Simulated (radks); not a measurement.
Task: Ionisation of the potassium ion K3+, [Ne] 3s2 3p4, to [Ne] 3s2 3p3 as the strength of local exchange is varied. All-electron calculation, non-relativistic Kohn-Sham, Slater X-alpha exchange (alpha = 2/3 is LDA exchange), no correlation, spin-polarised, spherical densities, point nucleus; open shells are filled with parallel spins first. Program: a radial shooting solver on a logarithmic mesh with Libxc functionals.

alpha  E(K3+) (hartree)  exchange (hartree)  IE (eV)  -e of the level emptied (eV)  <r> of it (bohr)
0.598        -590.84058           -26.02178   57.562                   50.104 (3p)             1.321
0.667        -593.84905           -29.13936   58.815                   51.391 (3p)             1.309
0.712        -595.81750           -31.18536   59.641                   52.241 (3p)             1.301
0.982        -607.73448           -43.67363   64.735                   57.497 (3p)             1.257
0.99         -608.09036           -44.04920   64.889                   57.657 (3p)             1.255
x            -594.37347           -29.68397   59.035                   51.617 (3p)             1.306

Which alpha was used in the last row?

Result: alpha = 0.679. NIST Atomic Spectra Database: 60.92 eV (semi-empirical). The Delta-SCF value meets it near alpha = 0.78. Open shells are spherical and high-spin; term and fine-structure splittings are not resolved.
